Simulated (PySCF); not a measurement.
H5Si2, multiplicity 2. Atoms are numbered in the order given.

```xyz
7

Si     1.2090     0.0883     0.0000
Si    -1.1216    -0.0140     0.0000
H      1.8409    -0.4903    -1.2135
H      1.8409    -0.4903     1.2135
H     -1.6365     0.6750     1.2071
H     -1.6365     0.6750    -1.2071
H     -1.6316    -1.4096     0.0000
```
Charge 0, spin multiplicity 2.

Geometry: B3LYP-D3(BJ)/def2-TZVP. The isomer is the one that the SMILES or the coordinates give; other isomers of the formula were not compared.

Computed with TDA-ωB97X/def2-SVPD (PySCF).

Vertical excitations. 

**Question.** List the lowest excited states. (The exact figures need the calculation; the answer reports its results.)

**Answer.** 
| state | energy (eV) | λ (nm) | f | main pairs |
|---|---|---|---|---|
| root 1 | 3.82 | 324 | 0.006 | β HOMO→LUMO 97 % |
| root 2 | 4.90 | 253 | 0.005 | α HOMO→LUMO+2 51 %, β HOMO−1→LUMO 31 %, β HOMO−3→LUMO 11 % |
| root 3 | 5.03 | 247 | 0.001 | α HOMO→LUMO+2 40 %, β HOMO−1→LUMO 43 %, β HOMO−3→LUMO 12 % |
| root 4 | 5.44 | 228 | 0.035 | α HOMO→LUMO 61 %, α HOMO→LUMO+1 24 %, α HOMO→LUMO+7 10 % |
| root 5 | 5.52 | 225 | 0.037 | α HOMO→LUMO+1 46 %, α HOMO→LUMO+3 17 %, α HOMO→LUMO+5 16 %, α HOMO→LUMO 11 % |
| root 6 | 6.11 | 203 | 0.104 | α HOMO→LUMO+3 63 %, α HOMO→LUMO+1 19 % |
| root 7 | 6.43 | 193 | 0.036 | α HOMO→LUMO+4 77 %, β HOMO→LUMO+3 9 % |
| root 8 | 6.43 | 193 | 0.059 | α HOMO→LUMO+5 68 %, β HOMO−2→LUMO 8 % |
| root 9 | 6.55 | 189 | 0.042 | α HOMO→LUMO+3 6 %, α HOMO→LUMO+5 5 %, β HOMO−2→LUMO 81 % |
| root 10 | 6.59 | 188 | 0.000 | β HOMO−3→LUMO 71 %, β HOMO−1→LUMO 23 % |
Unrestricted roots are not spin-pure.
